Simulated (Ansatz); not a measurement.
Reactions of C₂H₄F₂O (`OC(F)CF`).

Gas-phase electronic energies from Ansatz, PBE0-D4/def2-TZVP geometries. CBS: MP2 limit from def2 TZ/QZ plus the TZ coupled-cluster correction, frozen cores. This one scheme is used for every species. DFT in def2-TZVPP. One conformer a species, not always the lowest.

| reaction | B2PLYP (eV) | ωB97X-V (eV) |
| --- | --- | --- |
| `OC(F)CF` + `[SiH3]CS` → `FC[SiH2]CS` + `OCF` | 0.04 | 0.07 |
| `OC(F)CF` + H₂O → `OC(O)CF` + H–F | 0.06 | 0.06 |
| `OC(F)CF` + H–F → `OC(F)F` + `CF` | -0.02 | -0.02 |
| `OC(F)CF` + H₂ → `FCCF` + H₂O | -0.60 | -0.52 |

Task: Give the CCSD(T)/CBS values in the same order. (Best estimate.)

Result: The calculation gave: 0.04, 0.00, 0.12, -0.63 eV.

Largest T1 diagnostic: 0.012, for `OC(F)F`.
